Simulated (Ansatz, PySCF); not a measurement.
Gas-phase reaction 4 R1 + R2 → 4 P1 + P2, each structure at its B3LYP-D3(BJ)/def2-SVP stationary point, reached from a drawn start (curvature not checked).
P1, CH4 (SMILES C) (charge 0, multiplicity 1):
```xyz
5

C      0.0000     0.0000     0.0000
H      0.6347     0.6347     0.6347
H     -0.6347    -0.6347     0.6347
H      0.6347    -0.6347    -0.6347
H     -0.6347     0.6347    -0.6347
```
R1, H2 (SMILES [H][H]) (charge 0, multiplicity 1):
```xyz
2

H      0.000     0.000     0.380
H      0.000     0.000    -0.380
```
P2, SiH4 (SMILES [SiH4]) (charge 0, multiplicity 1):
```xyz
5

Si     0.00000     0.00000     0.00000
H      0.86055     0.86055     0.86055
H     -0.86055    -0.86055     0.86055
H     -0.86055     0.86055    -0.86055
H      0.86055    -0.86055    -0.86055
```
R2, C4H12Si (SMILES C[Si](C)(C)C) (charge 0, multiplicity 1):
```xyz
17

Si     0.0000     0.0000     0.0000
C     -0.6202    -0.7430     1.6226
C      0.2238     1.8646     0.2061
C     -1.2588    -0.3358    -1.3682
C      1.6552    -0.7858    -0.4604
H     -1.5871    -0.3030     1.9182
H     -0.7608    -1.8330     1.5335
H      0.0950    -0.5628     2.4422
H      0.5859     2.3278    -0.7267
H     -0.7276     2.3525     0.4757
H      0.9545     2.0928     0.9997
H     -2.2374     0.1116    -1.1276
H     -1.4111    -1.4183    -1.5123
H     -0.9240     0.0869    -2.3300
H      1.5565    -1.8766    -0.5879
H      2.4123    -0.6065     0.3209
H      2.0437    -0.3714    -1.4055
```

P less R. No zero-point or thermal terms.

Run with Ansatz (a first-principles code); PySCF for M06-2X and the D3/D4 terms. Each number belongs to the level named beside it.

Q: One of these levels gives -2.273 eV for the reaction energy. Name it.
A) B3LYP-D3(BJ)/def2-TZVPP
B) HF/cc-pV(D+d)Z
C) M06-2X/def2-TZVPP
D) BLYP-D4/def2-TZVPP

A: B, HF/cc-pV(D+d)Z. The others give -1.105 (BLYP-D4/def2-TZVPP), -1.210 (B3LYP-D3(BJ)/def2-TZVPP), -0.981 (M06-2X/def2-TZVPP)
